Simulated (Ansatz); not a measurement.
Question: Predict a relaxed structure of InMe2H (C₂H₇In), charge 0, singlet, at r2SCAN-D4/def2-SVP (Ansatz).

Answer: 
```csv
atom,x (Å),y (Å),z (Å)
In1,0.1434,-0.8226,-0.1027
C2,-1.8869,-0.0417,-0.1071
H3,-2.0199,0.6419,-0.9617
H4,-2.0702,0.5429,0.8090
H5,-2.6403,-0.8401,-0.1757
C6,1.7953,0.5662,0.1701
H7,1.7507,0.9987,1.1833
H8,1.7138,1.4011,-0.5445
H9,2.7734,0.0802,0.0401
H10,0.4407,-2.5265,-0.3106
```
Point group C2 (tolerance 0.1 Å). This is one stationary point.

In the def2 sets In takes a core potential; there is no spin–orbit coupling.
